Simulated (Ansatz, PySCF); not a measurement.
(E)-2-chloro-1-fluoroprop-1-ene (C3H4ClF), SMILES C/C(Cl)=C\F.

Geometry: PBE0-D3(BJ)/def2-SVP.

Vertical ionisation energy (IE) and electron affinity (EA) in eV. Rows of orbital energies are one-electron estimates. Where ΔSCF, EOM or ADC give a negative EA the extra electron is unbound and the value depends on the basis.

```json
[
 {"level": "−ε(HOMO), −ε(LUMO), CAM-B3LYP/def2-TZVP (PySCF)", "IE": "8.44", "EA": "-1.20"},
 {"level": "−ε(HOMO), −ε(LUMO), PBE/def2-TZVP (PySCF)", "IE": "5.86", "EA": "0.91"},
 {"level": "ΔSCF, PBE0/def2-SVPD (Ansatz), final states of multiplicity 2 and 2", "IE": "…", "EA": "…"},
 {"level": "ΔSCF, PBE/def2-SVPD (Ansatz), final states of multiplicity 2 and 2", "IE": "9.22", "EA": "-1.48"}
]
```

What belongs in the gaps? (The exact figures need the calculation; the answer reports its results.)


- ΔSCF, PBE0/def2-SVPD (Ansatz, a first-principles code), final states of multiplicity 2 and 2, IE: 9.42
- ΔSCF, PBE0/def2-SVPD (Ansatz), final states of multiplicity 2 and 2, EA: -1.70

What vertical singlet–triplet gap does ΔSCF give with PBE0/def2-SVPD (Ansatz) and with PBE/def2-SVPD (Ansatz)? (Estimate from the structure and the level; the computed values follow.)

4.01 and 4.09 eV (triplet above singlet where positive).
